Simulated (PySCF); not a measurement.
C₃H₂F₃, doublet (typed; the unrestricted solution is spin-contaminated), at the geometry optimised at the base level.

Here is a job for PySCF.
```python
from pyscf import gto, scf
from pyscf.hessian import thermo

mol = gto.Mole()
mol.atom = '''
    F     2.691972   -0.187418    0.179068
    C     1.446682    0.311156    0.008775
    C     0.314031   -0.518819    0.126412
    C    -1.002383   -0.052800   -0.040648
    F    -2.088508   -0.847620    0.071931
    F    -1.311504    1.230310   -0.329094
    H     1.377067    1.373708   -0.220447
    H     0.445322   -1.568378    0.356066
'''
mol.basis = 'sto-3g'
mol.charge = 0
mol.spin = 1
mol.verbose = 3
mol.build()

mf = scf.UHF(mol)
mf.kernel()
hess = mf.Hessian().kernel()
freq = thermo.harmonic_analysis(mf.mol, hess)
print('frequencies / cm-1', freq['freq_wavenumber'].round(1))
th = thermo.thermo(mf, freq['freq_au'], 298.15, 101325)
thermo.dump_thermo(mf.mol, th)
```

**Question.** What does this run give for the number of basis functions, total energy, Mulliken (on the basis functions themselves) charges in atom order, harmonic frequencies (imaginary ones negative)?

**Answer.** 
| Quantity | Result |
|---|---|
| number of basis functions | 32 |
| total energy | -407.4348 Eh |
| Mulliken (on the basis functions themselves) charges in atom order | F1 -0.13, C2 0.07, C3 -0.11, C4 0.25, F5 -0.13, F6 -0.13, H7 0.07, H8 0.09 |
| harmonic frequencies (imaginary ones negative) | 165, 170, 211, 277, 394, 481, 575, 603, 936, 978, 1249, 1375, 1405, 1635, 1651, 1736, 3682, 3725 cm⁻¹ |

These values belong to the state on which the SCF converged, which isn't shown to be the lowest.
